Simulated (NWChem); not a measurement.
System meant: CH6OPbSi, singlet; SMILES C[O][Pb][SiH3]

NWChem input:

```
start job
memory heap 200 mb stack 900 mb global 1100 mb
geometry units angstroms noautoz
  Pb     0.614713     0.149809    -0.030528
  O     -0.816930     1.692604    -0.007336
  C     -2.202304     1.635239     0.012940
  H     -2.612320     0.603834     0.011932
  H     -2.604639     2.143013     0.911550
  H     -2.630847     2.155218    -0.866338
  Si    -1.221635    -1.948892    -0.010887
  H     -2.137483    -1.944197    -1.201757
  H     -2.096792    -1.952520     1.210308
  H     -0.504961    -3.269720    -0.027457
end
basis spherical
  * library def2-svp
end
dft
  xc b3lyp
  iterations 150
  mulliken
end
task dft energy
```

End of the output:

```
          Convergence Information
          -----------------------
          Convergence aids based upon iterative change in
          total energy or number of iterations.
          Levelshifting, if invoked, occurs when the
          HOMO/LUMO gap drops below (HL_TOL):  1.00D-02
          DIIS, if invoked, will attempt to extrapolate
          using up to (NFOCK): 10 stored Fock matrices.

                    Damping( 0%)  Levelshifting(0.5)       DIIS
                  --------------- ------------------- ---------------
          dE  on:    start            ASAP                start
          dE off:    2 iters        150 iters           150 iters

      Screening Tolerance Information
      -------------------------------
          Density screening/tol_rho:  1.00D-10
          AO Gaussian exp screening on grid/accAOfunc:  14
          CD Gaussian exp screening on grid/accCDfunc:  20
          XC Gaussian exp screening on grid/accXCfunc:  20
          Schwarz screening/accCoul:  1.00D-08

      Superposition of Atomic Density Guess
      -------------------------------------

      charge =      82.0 Pb (Lead)

      symmetry species            s     p     d     f
      number of basis functions =10     7     6     0
      number of cont. functions = 4     4     2     0
      number of closed shells   = 6     4     3     1
      number of open shells     = 0     1     0     0
      open shell occupation     = 0     2     0     0
 ------------------------------------------------------------------------
 atomscf:atomd: error in atom scf                   0
 ------------------------------------------------------------------------
 ------------------------------------------------------------------------
  current input line :
    23: task dft energy
 ------------------------------------------------------------------------
 ------------------------------------------------------------------------
 This error has not yet been assigned to a category
 ------------------------------------------------------------------------
 For more information see the NWChem manual at https://nwchemgit.github.io

0:atomscf:atomd: error in atom scf:Received an Error in Communication
```

What is wrong, and how is it mended?

The program stopped with an error. Cause: the def2 basis of a heavy element holds valence functions alone and wants its effective core potential (without it all electrons must fit into that basis). This input runs:
```
start job
memory heap 200 mb stack 900 mb global 1100 mb
geometry units angstroms noautoz
  Pb     0.614713     0.149809    -0.030528
  O     -0.816930     1.692604    -0.007336
  C     -2.202304     1.635239     0.012940
  H     -2.612320     0.603834     0.011932
  H     -2.604639     2.143013     0.911550
  H     -2.630847     2.155218    -0.866338
  Si    -1.221635    -1.948892    -0.010887
  H     -2.137483    -1.944197    -1.201757
  H     -2.096792    -1.952520     1.210308
  H     -0.504961    -3.269720    -0.027457
end
basis spherical
  * library def2-svp
end
ecp
  Pb library def2-ecp
end
dft
  xc b3lyp
  iterations 150
  mulliken
end
task dft energy
```
It converges to -599.20142 Ha (B3LYP/def2-SVP with def2 effective core potentials on Pb).
